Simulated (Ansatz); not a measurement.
CH4AlClSi at its PBE0-D4/def2-TZVP geometry, where that method's forces vanish. The species carries charge 0 and has multiplicity 1. The bonds changed during the relaxation, so this is another structure than the one it started from.

```json
{"atom": "Cl1", "x (Å)": "0.269", "y (Å)": "-1.756", "z (Å)": "0.970"}
{"atom": "C2", "x (Å)": "-0.245", "y (Å)": "-0.719", "z (Å)": "-0.499"}
{"atom": "Al3", "x (Å)": "-0.964", "y (Å)": "0.285", "z (Å)": "1.032"}
{"atom": "Si4", "x (Å)": "0.824", "y (Å)": "0.853", "z (Å)": "-0.359"}
{"atom": "H5", "x (Å)": "-0.431", "y (Å)": "-1.389", "z (Å)": "-1.330"}
{"atom": "H6", "x (Å)": "-2.232", "y (Å)": "0.300", "z (Å)": "1.963"}
{"atom": "H7", "x (Å)": "0.473", "y (Å)": "1.707", "z (Å)": "-1.529"}
{"atom": "H8", "x (Å)": "2.305", "y (Å)": "0.719", "z (Å)": "-0.248"}
```

(1) For each bond, give half the difference of the two atoms' forces along it (eV/Å; positive pushes the atoms apart) under PBE-D4, r2SCAN-D4, B3LYP-D4, ωB97M-V in def2-TZVPP. (Best estimate.)

Results:

(1) Ansatz gave: 
| bond | length (Å) | PBE-D4 | r2SCAN-D4 | B3LYP-D4 | ωB97M-V |
| --- | --- | --- | --- | --- | --- |
| Cl1–C2 | 1.870 | 0.21 | 0.26 | 0.45 | 0.20 |
| Cl1–Al3 | 2.385 | 0.21 | 0.08 | 0.30 | 0.11 |
| C2–Al3 | 1.967 | 0.13 | 0.04 | 0.18 | 0.11 |
| C2–Si4 | 1.906 | 0.06 | 0.02 | 0.09 | 0.06 |
| C2–H5 | 1.084 | 0.09 | -0.04 | -0.15 | -0.14 |
| Al3–Si4 | 2.336 | 0.08 | 0.06 | 0.18 | 0.09 |
| Al3–H6 | 1.574 | -0.01 | -0.03 | -0.15 | -0.15 |
| Si4–H7 | 1.490 | 0.08 | -0.03 | -0.12 | -0.11 |
| Si4–H8 | 1.491 | 0.06 | -0.02 | -0.08 | -0.10 |

B3LYP here is the variant with VWN-RPA as its local correlation; programs differ in this.
